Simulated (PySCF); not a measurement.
H4BrFN2Sn (SMILES [NH2][Sn]([NH2])([F])[Br]), singlet, at a GFN2-xTB geometry (such geometries of metal compounds can be far from the true shape) (all electrons, no relativity); CASSCF(6,8)/STO-3G in PySCF.

Input for PySCF:
```python
from pyscf import gto, scf, mcscf
import numpy

mol = gto.M(
    atom='''
N    -1.75291638   -1.54968600   -0.26041224
Sn   -0.07511472   -0.52705668    0.27397782
N     1.63269689   -1.59963122    0.09494097
F    -0.29214741   -0.08570795    2.21210319
Br    0.23135293    1.59417294   -0.94762616
H    -2.33629745   -1.00853673   -0.89138290
H    -2.31886863   -1.74350739    0.56001394
H     1.45873491   -2.58219573    0.27772541
H     2.32567823   -1.29238714    0.77103835
''',
    basis='sto-3g',
    verbose=4,
)

mf = scf.RHF(mol)
mf.kernel()
mc = mcscf.CASSCF(mf, 8, 6)
mc.fix_spin_(ss=0.0)
mc.kernel()
occ = numpy.linalg.eigvalsh(mc.fcisolver.make_rdm1(mc.ci, mc.ncas, mc.nelecas))[::-1]
ss = mc.fcisolver.spin_square(mc.ci, mc.ncas, mc.nelecas)[0]
print('natural occupations', occ.round(4), ' <S^2>', round(ss, 4))
```

Write the output that PySCF gives for this input, abridged.


```
PySCF version 2.14.0

[INPUT] verbose = 4
[INPUT] num. atoms = 9
[INPUT] num. electrons = 112
[INPUT] charge = 0
[INPUT] spin (= nelec alpha-beta = 2S) = 0
[INPUT] symmetry False subgroup None
[INPUT] Mole.unit = angstrom
[INPUT] Symbol           X                Y                Z      unit          X                Y                Z       unit  Magmom
[...]
nuclear repulsion = 905.393761163988
number of shells = 32
number of NR pGTOs = 192
number of NR cGTOs = 64
basis = sto-3g
ecp = {}

******** <class 'pyscf.scf.hf.RHF'> ********
method = RHF
initial guess = minao
damping factor = 0
level_shift factor = 0
DIIS = <class 'pyscf.scf.diis.CDIIS'>
diis_start_cycle = 1
diis_space = 8
diis_damp = 0
SCF conv_tol = 1e-09
SCF conv_tol_grad = None
SCF max_cycles = 50
direct_scf = True
direct_scf_tol = 1e-13
Set gradient conv threshold to 3.16228e-05
Initial guess from minao.
init E= -8695.05422717637
[...]
cycle= 1 E= -8715.75544647723  delta_E= -20.7  |g|= 0.495  |ddm|=  3.7
[...]
cycle= 2 E= -8715.89110687977  delta_E= -0.136  |g|= 0.12  |ddm|= 1.08
[...]
cycle= 3 E= -8715.90123364062  delta_E= -0.0101  |g|= 0.0331  |ddm|= 0.323
[...]
cycle= 4 E= -8715.90231406818  delta_E= -0.00108  |g|= 0.0121  |ddm|= 0.113
[...]
cycle= 5 E= -8715.90246475214  delta_E= -0.000151  |g|= 0.00313  |ddm|= 0.0496
[...]
cycle= 6 E= -8715.90247573765  delta_E= -1.1e-05  |g|= 0.000882  |ddm|= 0.0137
[...]
cycle= 7 E= -8715.90247659053  delta_E= -8.53e-07  |g|= 0.000195  |ddm|= 0.00412
[...]
cycle= 8 E= -8715.90247663579  delta_E= -4.53e-08  |g|= 4.25e-05  |ddm|= 0.000896
[...]
cycle= 9 E= -8715.90247663799  delta_E= -2.2e-09  |g|= 1.44e-05  |ddm|= 0.00017
[...]
cycle= 10 E= -8715.90247663825  delta_E= -2.56e-10  |g|= 5.45e-06  |ddm|= 5.81e-05
[...]
Extra cycle  E= -8715.90247663825  delta_E=    0  |g|= 2.89e-06  |ddm|= 1.36e-05
converged SCF energy = -8715.90247663825

******** <class 'pyscf.mcscf.mc1step.CASSCF'> ********
CAS (3e+3e, 8o), ncore = 53, nvir = 3
max_cycle_macro = 50
max_cycle_micro = 4
conv_tol = 1e-07
conv_tol_grad = None
orbital rotation max_stepsize = 0.02
orbital rotation threshold for CI restart = 0.01
augmented hessian ah_max_cycle = 30
augmented hessian ah_conv_tol = 1e-12
augmented hessian ah_linear dependence = 1e-14
augmented hessian ah_level shift = 1e-08
augmented hessian ah_start_tol = 2.5
augmented hessian ah_start_cycle = 3
augmented hessian ah_grad_trust_region = 3
kf_trust_region = 3
kf_interval = 4
ci_response_space = 4
ci_grad_trust_region = 3
[...]
CASCI E = -8715.90798220859  S^2 = 0.0000000
[...]
               |grad[o]|=0.0137  |grad[c]|=0.0353  |ddm|=0.032  |maxRot[o]|=0.197
macro iter   7 ( 21 JK    4 micro), CASSCF E = -8715.96172041757  dE = -3.91951481e-03  S^2 = 0.0000000
               |grad[o]|=0.0116  |grad[c]|=0.00939  |ddm|=0.0062  |maxRot[o]|=0.184
macro iter   8 ( 20 JK    4 micro), CASSCF E = -8715.96347312924  dE = -1.75271166e-03  S^2 = 0.0000000
               |grad[o]|=0.0078  |grad[c]|=0.00749  |ddm|=0.00407  |maxRot[o]|=0.138
macro iter   9 ( 20 JK    4 micro), CASSCF E = -8715.96376987603  dE = -2.96746792e-04  S^2 = 0.0000000
               |grad[o]|=0.0031  |grad[c]|=0.00505  |ddm|=0.0043  |maxRot[o]|=0.248
macro iter  10 ( 20 JK    4 micro), CASSCF E = -8715.96388416080  dE = -1.14284769e-04  S^2 = 0.0000000
               |grad[o]|=0.00131  |grad[c]|=0.0038  |ddm|=0.00191  |maxRot[o]|= 0.24
macro iter  11 ( 21 JK    4 micro), CASSCF E = -8715.96405432302  dE = -1.70162226e-04  S^2 = 0.0000000
               |grad[o]|=0.000648  |grad[c]|=0.00382  |ddm|=0.00197  |maxRot[o]|=0.311
macro iter  12 ( 20 JK    4 micro), CASSCF E = -8715.96413120600  dE = -7.68829777e-05  S^2 = 0.0000000
               |grad[o]|=0.000793  |grad[c]|=0.00229  |ddm|=0.00243  |maxRot[o]|=0.221
macro iter  13 ( 19 JK    4 micro), CASSCF E = -8715.96415368293  dE = -2.24769319e-05  S^2 = 0.0000000
               |grad[o]|=0.000373  |grad[c]|=0.00141  |ddm|=0.00128  |maxRot[o]|=0.232
macro iter  14 (  6 JK    1 micro), CASSCF E = -8715.96415397920  dE = -2.96266080e-07  S^2 = 0.0000000
               |grad[o]|=0.000102  |grad[c]|=0.000289  |ddm|=6.73e-05  |maxRot[o]|=0.0119
macro iter  15 (  6 JK    1 micro), CASSCF E = -8715.96415420763  dE = -2.28430508e-07  S^2 = 0.0000000
               |grad[o]|=0.000116  |grad[c]|=0.000286  |ddm|=3.63e-05  |maxRot[o]|=0.0154
macro iter  16 (  7 JK    1 micro), CASSCF E = -8715.96415429533  dE = -8.76989361e-08  S^2 = 0.0000000
               |grad[o]|=8.1e-05  |grad[c]|=0.000169  |ddm|=2.74e-05  |maxRot[o]|=0.00864
1-step CASSCF converged in  16 macro (286 JK  55 micro) steps
CASSCF canonicalization
Density matrix diagonal elements [1.97783344 1.97366192 1.94697951 0.01935111 0.03804011 0.01206341
 0.01059162 0.02147888]
CASSCF energy = -8715.96415429533
CASCI E = -8715.96415429533  E(CI) = -8.56807905822279  S^2 = 0.0000000
natural occupations [1.9794e+00 1.9734e+00 1.9467e+00 5.4600e-02 2.3200e-02 2.1500e-02
 8.0000e-04 4.0000e-04]  <S^2> 0.0
```
